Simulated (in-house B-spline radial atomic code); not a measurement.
How numerical settings move a run on Cu II (Cu+), [Ar] 3d10. Computed with a B-spline radial code for spherical atoms: Dirac-Kohn-Sham PBE0, spherical fractional occupations, Fermi nucleus of rms radius 3.8823 fm.

Command:
```bash
python run_scf.py task.json out
```
Settings of the sound reference run:
```
Z                29
electrons        28
configuration    [Ar] 3d10
hamiltonian      dirac
method           pbe0
spin_polarised   False
nucleus          fermi
rms_radius       3.8823
mass_number      63
atomic_mass      62.9296
speed_of_light   137.036
knot_spacing     0.22
spline_order     8
gauss_points     12
box_radius       35.29
max_iterations   70
damping          0.5
damped_steps     3
diis_vectors     10
tolerance        1e-08
start            Thomas-Fermi
```

Run time, properties included: 2.2 s on 1 thread of Arm Neoverse N1 (shared host).

It converges in 11 iterations to -1654.574470 hartree, with 3d5/2 at -15.7163 eV. The other runs change the listed settings, some to values that make no sense; their results aren't properties of the atom or ion. Radii are in bohr (the nuclear one in fm), a minus after a letter asks for a j subshell, and «unchanged» means within 1e-8 hartree. The run stops when the residual is below 10 × tolerance × max(1, Z/10), or a noise floor if that is larger, and the energy moves by less than 1e-8 × √|E| hartree; so very loose and very tight tolerances often act alike.

| changed settings | outcome |
| --- | --- |
| electrons = 31, configuration = [Ar] 3d10 4s3, max_iterations = 100 | stopped with error: shell 4s holds at most 2 electrons |
| method = tpss,tpss | stopped with error: meta-GGAs are not served with the Dirac Hamiltonian |
| knot_spacing = 0.1, first_knot = 3.45e-05, max_iterations = 75, damping = 0.8 | converged in 10 iterations, energy -1.42e-06 hartree from the reference, 3d5/2 level -3.4e-05 eV |
| spline_order = 6 | converged in 11 iterations, energy +3.35e-07 hartree from the reference, 3d5/2 level -3.1e-07 eV |
| damping = 0.2 | converged in 13 iterations, energy unchanged, 3d5/2 level -2.0e-05 eV |
| spline_order = 10 | converged in 11 iterations, energy -6.92e-07 hartree from the reference |
| spline_order = 4 | converged in 11 iterations, energy +5.50e-04 hartree from the reference, 3d5/2 level -4.7e-05 eV |
| spline_order = 3 | converged in 11 iterations, energy +3.59e-02 hartree from the reference, 3d5/2 level -2.9e-03 eV |
| electrons = 36, configuration = [Ar] 3d10 5s2 5p6, max_iterations = 75 | converged in 16 iterations to -1653.9944 hartree, a different physical problem (warning: 5s1/2 has a positive eigenvalue: unbound, held by the box) |
| damping = 0.95 | converged in 12 iterations, energy unchanged, 3d5/2 level +9.0e-06 eV |
| start = bare nucleus | converged in 12 iterations, energy unchanged, 3d5/2 level -1.5e-05 eV |
| damping = 0.8 | converged in 10 iterations, energy unchanged, 3d5/2 level -3.4e-05 eV |

**Question.** What happens with spline_order = 7, box_radius = 3.53, max_iterations = 100, diis_vectors = 4?

**Answer.** Converged in 9 iterations, energy +9.06e-02 hartree from the reference, 3d5/2 level +2.5e+00 eV (the program warns: 3d5/2 reaches the box edge; 3s1/2 reaches the box edge).

**Question.** What happens with spline_order = 7?

**Answer.** Converged in 11 iterations, energy -7.67e-07 hartree from the reference, 3d5/2 level +7.4e-07 eV.

**Question.** What happens with first_knot = 0.0345, max_iterations = 50, start = bare nucleus?

**Answer.** Converged in 12 iterations, energy +2.81e-01 hartree from the reference, 3d5/2 level -4.5e-03 eV.

**Question.** What happens with damping = 0?

**Answer.** Converged in 12 iterations, energy unchanged, 3d5/2 level +1.2e-05 eV.
